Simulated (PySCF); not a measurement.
## Basis-set dependence of population analyses: i-BuOEt

Species: i-BuOEt, C₆H₁₄O.
Structure used (PBE0-D3(BJ)/def2-SVP), in Å, numbered top down from 1:
```
atom  x, y, z in Å
C1     2.9407    0.1526   -0.8450
C2     2.3176   -0.5084    0.3716
O3     0.9241   -0.6296    0.3023
C4     0.2092    0.5563    0.4930
C5    -1.2785    0.2486    0.5437
C6    -1.7428   -0.4295   -0.7389
C7    -2.0696    1.5160    0.8378
H8     4.0388    0.1214   -0.7768
H9     2.6369   -0.3731   -1.7629
H10    2.6452    1.2082   -0.9417
H11    2.6076    0.0391    1.2926
H12    2.7035   -1.5348    0.4750
H13    0.5249    1.0460    1.4387
H14    0.4023    1.2848   -0.3227
H15   -1.4231   -0.4595    1.3794
H16   -1.6462    0.2540   -1.5996
H17   -2.7989   -0.7323   -0.6691
H18   -1.1361   -1.3218   -0.9459
H19   -1.9334    2.2626    0.0375
H20   -3.1468    1.3019    0.9073
H21   -1.7590    1.9813    1.7866
```

PBE0 throughout (PySCF), one geometry, spherical d and f functions. The structure is a single PBE0-D3(BJ)/def2-SVP conformer in the gas phase; no vibrational or solvent corrections. Atoms taken as equivalent share a column and are averaged. The first 7 of 11 kinds of atom are listed.

Mulliken charges (e):

| basis | functions | C1 | C2 | O3 | C4 | C5 | C6/C7 | H8/H9/H10 |
| --- | --- | --- | --- | --- | --- | --- | --- | --- |
| STO-3G | 49 | -0.243 | -0.039 | -0.224 | -0.036 | -0.054 | -0.231 | +0.080 |
| pcSseg-0 | 91 | -0.681 | -0.137 | -0.677 | -0.003 | -0.545 | -0.574 | +0.234 |
| 6-31G | 91 | -0.509 | -0.067 | -0.533 | -0.025 | -0.177 | -0.483 | +0.172 |
| 6-31G* | 126 | -0.549 | -0.062 | -0.479 | -0.035 | -0.160 | -0.524 | +0.179 |
| cc-pVDZ | 168 | -0.117 | +0.082 | -0.324 | +0.171 | -0.218 | -0.042 | +0.048 |
| def2-SVP | 168 | -0.122 | +0.130 | -0.403 | +0.209 | -0.216 | -0.043 | +0.048 |
| pcSseg-1 | 189 | -0.328 | +0.022 | -0.517 | +0.130 | -0.382 | -0.237 | +0.119 |
| 6-311+G(2d,p) | 273 | -0.421 | -0.084 | -0.241 | -0.284 | +0.287 | -0.587 | +0.147 |
| aug-cc-pVDZ | 287 | +0.436 | +0.838 | -0.512 | +1.173 | -0.936 | +0.868 | -0.133 |
| def2-TZVP | 301 | -0.375 | -0.039 | -0.274 | -0.069 | +0.006 | -0.383 | +0.122 |

IAO charges (e):

```tsv
basis	functions	C1	C2	O3	C4	C5	C6/C7	H8/H9/H10
STO-3G	49	-0.412	-0.130	-0.222	-0.120	-0.127	-0.389	+0.135
pcSseg-0	91	-0.447	-0.068	-0.373	-0.061	-0.116	-0.420	+0.147
6-31G	91	-0.451	-0.073	-0.376	-0.071	-0.091	-0.432	+0.148
6-31G*	126	-0.432	-0.039	-0.389	-0.037	-0.090	-0.412	+0.140
cc-pVDZ	168	-0.430	-0.038	-0.388	-0.038	-0.087	-0.411	+0.140
def2-SVP	168	-0.421	-0.034	-0.388	-0.033	-0.088	-0.401	+0.137
pcSseg-1	189	-0.430	-0.039	-0.395	-0.039	-0.091	-0.411	+0.140
6-311+G(2d,p)	273	-0.443	-0.043	-0.401	-0.042	-0.092	-0.424	+0.144
aug-cc-pVDZ	287	-0.441	-0.042	-0.399	-0.041	-0.090	-0.423	+0.144
def2-TZVP	301	-0.444	-0.041	-0.400	-0.040	-0.093	-0.424	+0.144
```

Some averages cover members that differ in this geometry, most widely: C6/C7, Mulliken in aug-cc-pVDZ +0.797 to +0.940; H8/H9/H10, Mulliken in aug-cc-pVDZ -0.160 to -0.115; C6/C7, Mulliken in 6-311+G(2d,p) -0.605 to -0.570 e.

Q: Which scheme is steadiest as the basis changes?

A: Largest range over the bases for any column: IAO 0.18 e, Mulliken 1.46 e. IAO charges move least and Mulliken charges most, counted in e. Without the minimal STO-3G basis the ranges are IAO 0.04, Mulliken 1.46 e.

Q: How much do the charges still move between the two largest bases, aug-cc-pVDZ and def2-TZVP?

A: At most, over all atoms: Mulliken 1.322 e, IAO 0.002 e.

Q: What do the same runs give for the total energy, the frontier levels and the dipole moment?

A: 
```tsv
basis	energy (Eh)	HOMO (eV)	LUMO (eV)	μ (D)
STO-3G	-308.0970	-3.83	8.65	0.97
pcSseg-0	-311.1934	-7.12	2.11	1.48
6-31G	-311.8204	-7.00	2.69	1.35
6-31G*	-311.9043	-7.03	2.75	1.03
cc-pVDZ	-311.9245	-7.11	1.91	0.98
def2-SVP	-311.6862	-7.19	1.80	1.09
pcSseg-1	-311.8722	-7.28	1.50	1.13
6-311+G(2d,p)	-312.0004	-7.30	0.37	1.06
aug-cc-pVDZ	-311.9449	-7.28	-0.04	1.02
def2-TZVP	-312.0241	-7.29	1.20	1.01
```

The dipole is fixed by the density alone, so its range of 0.51 D shows that the density itself changes with the basis, not only its division among atoms.
